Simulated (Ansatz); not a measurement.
Cost and result for the atomization energy of C$_{2}$F$_{2}$I$_{2}$, SMILES `F/C(I)=C(/F)I` (6 atoms, 5 bonds).

The species carries charge 0 and has multiplicity 1. Correlated methods include outer-core shells of I, which these sets cover unevenly. I takes the def2 core potential. Geometry: relaxed with PBE0-D4/def2-TZVP. Program: Ansatz. All runs use 4 threads of an Arm Neoverse V1 on a shared host. Times are those of one run each, without the atoms' runs, and a repeat can differ threefold. Electronic energies, without spin–orbit coupling; frozen cores. CCSD(T)/CBS adds CCSD(T) − MP2 in def2-TZVPP to the MP2 limit, and its time is that of the two runs behind it. T1 = 0.011; the RHF reference is unstable towards UHF. With those shells the extrapolation isn't a true limit. HSE06 is the plane-wave form, built on full-range PBE exchange.

CCSD(T)/CBS is a level of theory with its own doubt, some kJ/mol a heavy atom from the limit and from the frozen cores, so smaller differences don't rank the functionals.

```json
{"level": "LDA (SPW92)/def2-TZVPP", "functions": "224", "wall time": "1.2 s"}
{"level": "revPBE-D4/def2-TZVPP", "functions": "224", "wall time": "2.2 s"}
{"level": "BLYP-D4/def2-TZVPP", "functions": "224", "wall time": "2.4 s"}
{"level": "HSE06-D4/def2-TZVPP", "functions": "224", "wall time": "5.5 s"}
{"level": "BHLYP-D4/def2-TZVPP", "functions": "224", "wall time": "5.5 s"}
{"level": "r2SCANh-D4/def2-TZVPP", "functions": "224", "wall time": "7.5 s"}
{"level": "PBE-QIDH/def2-TZVPP", "functions": "224", "wall time": "8 s"}
{"level": "RPA@PBE/def2-TZVPP", "functions": "224", "wall time": "8 s"}
{"level": "ωB97M-V/def2-TZVPP (with forces)", "functions": "224", "wall time": "14 s"}
{"level": "CCSD(T)/def2-SVP", "functions": "108", "wall time": "17 s"}
{"level": "MP2/def2-QZVPP", "functions": "392", "wall time": "22 s"}
{"level": "CCSD(T)/def2-TZVPP", "functions": "224", "wall time": "6.8 min"}
{"level": "CCSD(T)/CBS(def2)", "functions": "–", "wall time": "7.2 min"}
```

(1) What atomization energy does each give, and how far from CCSD(T)/CBS? (Estimate.)

Results:

(1) Ansatz gave: 
```json
{"level": "LDA (SPW92)/def2-TZVPP", "atomization (kJ/mol)": "2560.4", "difference from CCSD(T)/CBS": "538.0", "per bond": "107.6"}
{"level": "revPBE-D4/def2-TZVPP", "atomization (kJ/mol)": "2080.1", "difference from CCSD(T)/CBS": "57.7", "per bond": "11.5"}
{"level": "BLYP-D4/def2-TZVPP", "atomization (kJ/mol)": "2052.9", "difference from CCSD(T)/CBS": "30.5", "per bond": "6.1"}
{"level": "HSE06-D4/def2-TZVPP", "atomization (kJ/mol)": "2060.7", "difference from CCSD(T)/CBS": "38.3", "per bond": "7.7"}
{"level": "BHLYP-D4/def2-TZVPP", "atomization (kJ/mol)": "1846.1", "difference from CCSD(T)/CBS": "-176.3", "per bond": "-35.3"}
{"level": "r2SCANh-D4/def2-TZVPP", "atomization (kJ/mol)": "2004.2", "difference from CCSD(T)/CBS": "-18.2", "per bond": "-3.6"}
{"level": "PBE-QIDH/def2-TZVPP", "atomization (kJ/mol)": "2009.2", "difference from CCSD(T)/CBS": "-13.2", "per bond": "-2.6"}
{"level": "RPA@PBE/def2-TZVPP", "atomization (kJ/mol)": "1748.4", "difference from CCSD(T)/CBS": "-274.0", "per bond": "-54.8"}
{"level": "ωB97M-V/def2-TZVPP (with forces)", "atomization (kJ/mol)": "2005.1", "difference from CCSD(T)/CBS": "-17.3", "per bond": "-3.4"}
{"level": "CCSD(T)/def2-SVP", "atomization (kJ/mol)": "1854.6", "difference from CCSD(T)/CBS": "-167.8", "per bond": "-33.6"}
{"level": "MP2/def2-QZVPP", "atomization (kJ/mol)": "2123.9", "difference from CCSD(T)/CBS": "101.5", "per bond": "20.3"}
{"level": "CCSD(T)/def2-TZVPP", "atomization (kJ/mol)": "1937.0", "difference from CCSD(T)/CBS": "-85.4", "per bond": "-17.1"}
{"level": "CCSD(T)/CBS(def2)", "atomization (kJ/mol)": "2022.4", "difference from CCSD(T)/CBS": "0.0", "per bond": "0.0"}
```

In def2-TZVPP, CCSD(T) changes the Hartree–Fock value by +745.2 kJ/mol (the triples alone add +78.4 kJ/mol) and MP2 by +881.5 kJ/mol; breaking electron pairs costs correlation energy, which Hartree–Fock lacks. From r2SCAN to r2SCAN0 (25 % exact exchange), in def2-TZVPP and without D4, the atomization energy moves by −97.4 kJ/mol: exact exchange takes away binding that semilocal exchange gives to molecules. Leaving LDA and LC-ωPBE aside and taking each functional with its dispersion term where it has one, the values, not all of them listed here, spread over 333.9 kJ/mol, from BHLYP-D4 to PBE-D4. LDA lies +402.3 kJ/mol from PBE without D4, its usual overbinding.

Spin–orbit coupling would lower the free I atoms strongly, and the atomization energy with them, by more than many differences here.
